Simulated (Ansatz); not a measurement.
CH$_{7}$FOSi$_{2}$, SMILES `C[Si](O)(F)[SiH3]`. Charge 0, multiplicity 1.

```
atom    x (Å)    y (Å)    z (Å)
  C1  -0.4375   1.5819  -0.5551
 Si2   0.1382  -0.1836  -0.5669
  O3   1.7467  -0.3070  -0.8607
  F4  -0.6694  -0.9104  -1.7523
 Si5  -0.2385  -1.3641   1.4205
  H6  -1.5134   1.6371  -0.3719
  H7  -0.2383   2.0618  -1.5181
  H8   0.0727   2.1522   0.2247
  H9   2.1205   0.1739  -1.6014
 H10  -1.6938  -1.3719   1.7335
 H11   0.4767  -0.7024   2.5455
 H12   0.2361  -2.7676   1.3023
```

Problem. List the harmonic frequencies (cm⁻¹, unscaled) at PBE0-D4/def2-TZVP in Ansatz. (An estimate is asked.)

Solution. Ansatz gave: 82, 129, 139, 157, 204, 245, 262, 324, 441, 505, 511, 698, 749, 772, 828, 852, 902, 931, 939, 952, 1279, 1442, 1447, 2215, 2223, 2233, 3046, 3129, 3141, 3907.

Problem. Is this a minimum?

Solution. Yes, all 30 modes are real.

Problem. Give the ideal-gas thermochemistry at 298.15 K and 1 bar (rigid rotor, harmonic oscillator; point group C1, symmetry number 1).

Solution. Zero-point energy 207.4 kJ/mol; H(298) − E = 233.1 kJ/mol; entropy 378.1 J/(mol·K), of which translation 167.5, rotation 115.1, vibration 95.5; G(298) − E = 120.4 kJ/mol. Modes under 100 cm⁻¹ are hindered rotations or soft bends, so the harmonic entropy is rough.
